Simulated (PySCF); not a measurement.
Compound: C6H8F2.
Geometry (PBE0-D3(BJ)/def2-SVP, Å), atoms numbered from 1 in this order:
```
atom  x, y, z in Å
F1    -1.326   -0.451    2.124
C2    -1.254   -0.722    0.813
F3    -1.387   -2.041    0.618
C4    -1.835    0.223   -0.163
C5    -0.327    0.047   -0.037
C6     0.664   -0.568   -1.015
C7     1.789    0.136   -0.220
C8     0.727    1.013    0.485
H9    -2.271    1.147    0.226
H10   -2.318   -0.203   -1.047
H11    0.548   -0.163   -2.032
H12    0.683   -1.667   -1.067
H13    2.291   -0.547    0.480
H14    2.555    0.662   -0.806
H15    0.635    2.012    0.033
H16    0.794    1.119    1.578
```

Computed with PySCF at CAM-B3LYP/def2-SVPD, non-relativistic, on one gas-phase PBE0-D3(BJ)/def2-SVP geometry that isn't relaxed in the solvent. The solvent is an IEF-PCM continuum (cavity from Bondi-type radii × 1.2), and excitations are vertical TDDFT with non-equilibrium linear response and a frozen core. Only the electrostatic response of the medium enters.

Gas-phase singlets (H = HOMO, L = LUMO):

| state | E (eV) | λ (nm) | f | leading configurations |
| --- | --- | --- | --- | --- |
| S1 | 7.845 | 158 | 0.022 | H→L 87% |
| S2 | 8.221 | 151 | 0.003 | H-1→L 68%, H→L+1 19% |
| S3 | 8.285 | 150 | 0.001 | H→L+5 52%, H→L+3 36% |
| S4 | 8.346 | 149 | 0.003 | H→L+1 64%, H-1→L 21% |
| S5 | 8.512 | 146 | 0.047 | H→L+2 86% |

What are the lowest 5 singlets in dichloromethane (ε = 8.93)?

| state | E (eV) | λ (nm) | f | leading configurations | change by rank (eV) |
| --- | --- | --- | --- | --- | --- |
| S1 | 7.790 | 159 | 0.015 | H→L 92% | -0.055 |
| S2 | 8.216 | 151 | 0.000 | H-1→L 78%, H→L+1 11% | -0.005 |
| S3 | 8.319 | 149 | 0.001 | H→L+3 47%, H→L+5 42% | +0.034 |
| S4 | 8.430 | 147 | 0.014 | H→L+1 74%, H-1→L 12% | +0.084 |
| S5 | 8.584 | 144 | 0.079 | H→L+2 91% | +0.072 |

How does the list change in acetone (ε = 20.49)?

```csv
state,E (eV),λ (nm),f,leading configurations,change by rank (eV)
S1,7.779,159,0.013,H→L 92%,-0.066
S2,8.214,151,0.000,"H-1→L 80%, H→L+1 10%",-0.007
S3,8.322,149,0.001,"H→L+3 49%, H→L+5 40%",+0.037
S4,8.440,147,0.014,"H→L+1 76%, H-1→L 10%",+0.094
S5,8.600,144,0.078,H→L+2 91%,+0.088
```

How do the frontier levels move from gas to acetone?

```json
{"orbital": "LUMO+2", "gas (eV)": "2.00", "solvent (eV)": "2.14", "change (eV)": "+0.14", "Löwdin shares, gas": "C2 15 %, F1 11 %, H11 11 %, F3 10 %", "Löwdin shares, solvent": "C4 10 %, H11 10 %, H15 10 %, H9 10 %"}
{"orbital": "LUMO+1", "gas (eV)": "1.72", "solvent (eV)": "1.93", "change (eV)": "+0.21", "Löwdin shares, gas": "C4 15 %, C7 15 %, H14 12 %, H9 10 %", "Löwdin shares, solvent": "C7 19 %, H14 15 %, H13 8 %, C4 6 %"}
{"orbital": "LUMO", "gas (eV)": "1.33", "solvent (eV)": "1.45", "change (eV)": "+0.12", "Löwdin shares, gas": "C8 11 %, C6 11 %, C4 11 %, C7 10 %", "Löwdin shares, solvent": "C2 14 %, F1 11 %, F3 11 %, C4 10 %"}
{"orbital": "HOMO", "gas (eV)": "-9.34", "solvent (eV)": "-9.24", "change (eV)": "+0.10", "Löwdin shares, gas": "C2 23 %, C5 18 %, C4 11 %, F3 11 %", "Löwdin shares, solvent": "C2 23 %, C5 18 %, C4 10 %, F3 10 %"}
{"orbital": "HOMO-1", "gas (eV)": "-9.80", "solvent (eV)": "-9.59", "change (eV)": "+0.21", "Löwdin shares, gas": "C4 27 %, C5 19 %, C7 11 %, C6 9 %", "Löwdin shares, solvent": "C4 27 %, C5 18 %, C7 12 %, C6 9 %"}
{"orbital": "HOMO-2", "gas (eV)": "-10.63", "solvent (eV)": "-10.37", "change (eV)": "+0.26", "Löwdin shares, gas": "C8 23 %, C6 23 %, C5 14 %, C7 14 %", "Löwdin shares, solvent": "C8 23 %, C6 23 %, C7 14 %, C5 14 %"}
{"orbital": "HOMO-3", "gas (eV)": "-11.51", "solvent (eV)": "-11.25", "change (eV)": "+0.26", "Löwdin shares, gas": "C7 30 %, H14 15 %, H13 10 %, C6 8 %", "Löwdin shares, solvent": "C7 30 %, H14 15 %, H13 10 %, C6 8 %"}
```

The HOMO–LUMO gap goes from 10.67 to 10.69 eV. Rows go by rank; for LUMO, LUMO+1 and LUMO+2 the atom shares or the degeneracy differ between the runs, so the row needn't follow one orbital.

Rough CPU time on one thread of a shared machine: about 60 s. This is the whole response run at CAM-B3LYP/def2-SVPD in acetone, SCF included.
